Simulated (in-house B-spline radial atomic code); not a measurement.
## RPA and G0W0 on r2SCAN: P5+

Configuration [He] 2s2 2p6, mean-field start r2SCAN. Computed with an all-electron radial atomic-structure program (B-spline basis): all electrons, non-relativistic, point nucleus, each spin shell either full or empty, empty states to l = 9 with an (l + 1/2)⁻⁴ tail; G0W0 by contour deformation at full frequency.

Command:
```bash
python run_gw.py task.json out
```
Settings (radii: box in bohr, nucleus in fm):
```
Z                        15
electrons                10
configuration            [He] 2s2 2p6
hamiltonian              nr
method                   r2scan
lmax                     9
spin_polarised           False
box_radius               10.43
intervals                47
```

Cost of the run: 0.8 s on 1 thread of Arm Neoverse N1, with other jobs on the host.

Energies (hartree):

```csv
term,value
mean-field total,-334.76788
Hartree-Fock functional on these orbitals,-334.36641
direct second order,-0.66118
second-order exchange,0.2338
SOSEX correction,0.21937
```

(1) What is the RPA correlation energy, and what remains with SOSEX?

Quasi-particle levels (eV):

| level | occupied | mean field | Σx - vxc | Σc | QP weight | G0W0 |
| --- | --- | --- | --- | --- | --- | --- |
| 2p | yes | -202.03 | -20.31 | ? | ? | ? |
| 2s | yes | -252.39 | -26.56 | 4.89 | 0.963 | -274.07 |
| 1s | yes | -2168.63 | -85.96 | 27.67 | 0.880 | -2226.92 |
| 3s | no | -66.83 | 2.62 | -0.58 | 0.997 | -64.79 |

G0W0 = mean field + (Σx - vxc) + Σc, with Σc (partial-wave tail included) taken at the quasi-particle energy.

(2) Where does G0W0 put 2p?

Results:

(1) RPA gives -0.6037 hartree (-1.64 eV per electron); RPA + SOSEX gives -0.38433, and the second-order doubles -0.42738 hartree (no singles). SOSEX takes back 36 % of the RPA value.

(2) At -220.29 eV, with Σc = 2.05 eV and a quasi-particle weight of 0.974. The tabulated removal energy is 220.43 ± 0.005 eV (NIST, semi-empirical); the calculation leaves out relativity, Breit and QED terms, and what these don't explain is the method's own error.
